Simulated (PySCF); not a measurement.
PySCF input (BP86/def2-SVP):

```python
from pyscf import gto, dft

mol = gto.M(
    atom='''
    C     2.17646500   -0.35198300    0.10661700
    N     0.78479800   -0.40990100   -0.00110500
    B    -0.49677800    0.01747500   -0.03312100
    C    -1.71156700   -0.98463600   -0.26013800
    C    -0.79164300    1.58087100    0.16426700
    H     2.55627500   -0.92973600    0.95628300
    H     2.68248300   -0.68334600   -0.80669200
    H     2.47507000    0.69586000    0.27443700
    H    -2.28034800   -0.68810500   -1.14652600
    H    -1.40351400   -2.02286900   -0.38318700
    H    -2.40430500   -0.93010000    0.58500400
    H    -1.32593000    1.96431800   -0.70980300
    H    -1.45020800    1.72169600    1.02621400
    H     0.10125100    2.18869500    0.31313600
    ''',
    basis='def2-svp',
    charge=0,
    spin=1,
    verbose=4,
)

mf = dft.UKS(mol, xc='bp86')
mf.grids.level = 3
mf.conv_tol = 1e-9
mf.max_cycle = 100
mf.max_memory = 1500
mf.kernel()
if not mf.converged:
    mf = mf.newton()
    mf.kernel(mf.make_rdm1())
mo, _, stable, _ = mf.stability(return_status=True)
if not stable:
    mf.kernel(mf.make_rdm1(mo, mf.mo_occ))
    stable = mf.stability(return_status=True)[2]
mf.dip_moment()
```

From the output:

```
  HOMO = -0.095314952366  LUMO = -0.0573942047898  gap/eV = 1.03188
cycle= 2 E= -198.932458129912  delta_E= 0.134  |g|= 0.624  |ddm|= 1.23
  alpha nocc = 20  HOMO = -0.175967082285732  LUMO = 0.0244581705328071
  beta  nocc = 19  HOMO = -0.194136921507093  LUMO = -0.12152618202944
  HOMO = -0.175967082286  LUMO = -0.121526182029  gap/eV = 1.48141
cycle= 3 E= -199.155103739674  delta_E= -0.223  |g|= 0.152  |ddm|= 0.801
  alpha nocc = 20  HOMO = -0.196685267461405  LUMO = 0.0187390893285895
  beta  nocc = 19  HOMO = -0.215411303498509  LUMO = -0.141762279650373
  HOMO = -0.196685267461  LUMO = -0.14176227965  gap/eV = 1.49453
cycle= 4 E= -199.166849048847  delta_E= -0.0117  |g|= 0.035  |ddm|= 0.179
  alpha nocc = 20  HOMO = -0.193852369515743  LUMO = 0.0204346105305784
  beta  nocc = 19  HOMO = -0.211175918729855  LUMO = -0.134839650158462
  HOMO = -0.193852369516  LUMO = -0.134839650158  gap/eV = 1.60582
cycle= 5 E= -199.167415433141  delta_E= -0.000566  |g|= 0.0127  |ddm|= 0.0375
  alpha nocc = 20  HOMO = -0.195241600835217  LUMO = 0.0198698424800106
  beta  nocc = 19  HOMO = -0.211714591864331  LUMO = -0.134887914374002
  HOMO = -0.195241600835  LUMO = -0.134887914374  gap/eV = 1.64231
cycle= 6 E= -199.167484373105  delta_E= -6.89e-05  |g|= 0.00504  |ddm|= 0.0147
  alpha nocc = 20  HOMO = -0.195527811601326  LUMO = 0.0198503178262062
  beta  nocc = 19  HOMO = -0.21162824166552  LUMO = -0.134648520686297
  HOMO = -0.195527811601  LUMO = -0.134648520686  gap/eV = 1.65661
cycle= 7 E= -199.167497697632  delta_E= -1.33e-05  |g|= 0.000957  |ddm|= 0.00542
  alpha nocc = 20  HOMO = -0.195718804142353  LUMO = 0.0196853458900397
  beta  nocc = 19  HOMO = -0.211699513282771  LUMO = -0.134603163338993
  HOMO = -0.195718804142  LUMO = -0.134603163339  gap/eV = 1.66304
cycle= 8 E= -199.167498408474  delta_E= -7.11e-07  |g|= 0.00043  |ddm|= 0.00206
  alpha nocc = 20  HOMO = -0.19567242001389  LUMO = 0.0197500109995126
  beta  nocc = 19  HOMO = -0.211614619600197  LUMO = -0.13452809764423
  HOMO = -0.195672420014  LUMO = -0.134528097644  gap/eV = 1.66382
cycle= 9 E= -199.167498532444  delta_E= -1.24e-07  |g|= 0.000123  |ddm|= 0.000686
  alpha nocc = 20  HOMO = -0.195684402735251  LUMO = 0.0197255717897207
  beta  nocc = 19  HOMO = -0.211619592014587  LUMO = -0.134535954582768
  HOMO = -0.195684402735  LUMO = -0.134535954583  gap/eV = 1.66393
cycle= 10 E= -199.167498545137  delta_E= -1.27e-08  |g|= 4.85e-05  |ddm|= 0.000236
  alpha nocc = 20  HOMO = -0.195682330743003  LUMO = 0.0197269366690058
  beta  nocc = 19  HOMO = -0.211613818450396  LUMO = -0.134534399735982
  HOMO = -0.195682330743  LUMO = -0.134534399736  gap/eV = 1.66392
cycle= 11 E= -199.167498546414  delta_E= -1.28e-09  |g|= 2.52e-05  |ddm|= 7.94e-05
  alpha nocc = 20  HOMO = -0.195682765619808  LUMO = 0.0197247251390373
  beta  nocc = 19  HOMO = -0.211613501552375  LUMO = -0.134535416888948
  HOMO = -0.19568276562  LUMO = -0.134535416889  gap/eV = 1.66390
cycle= 12 E= -199.167498546459  delta_E= -4.45e-11  |g|= 2.39e-05  |ddm|= 4.58e-05
  alpha nocc = 20  HOMO = -0.195682666578535  LUMO = 0.0197263828350267
  beta  nocc = 19  HOMO = -0.211615574571569  LUMO = -0.134536938151198
  HOMO = -0.195682666579  LUMO = -0.134536938151  gap/eV = 1.66386
Extra cycle  E= -199.167498545271  delta_E= 1.19e-09  |g|= 5.29e-05  |ddm|= 6.93e-05
converged SCF energy = -199.167498545271  <S^2> = 0.75394944  2S+1 = 2.0039456
uhf_internal: lowest eigs of H = [0.62754647 0.63815345 0.64163465]
<class 'pyscf.dft.uks.UKS'> wavefunction is stable in the internal stability analysis
Dipole moment(X, Y, Z, Debye):  1.35486,  0.24210,  0.13081
```

The geometry given is a B3LYP-D3(BJ)/def2-TZVP minimum.
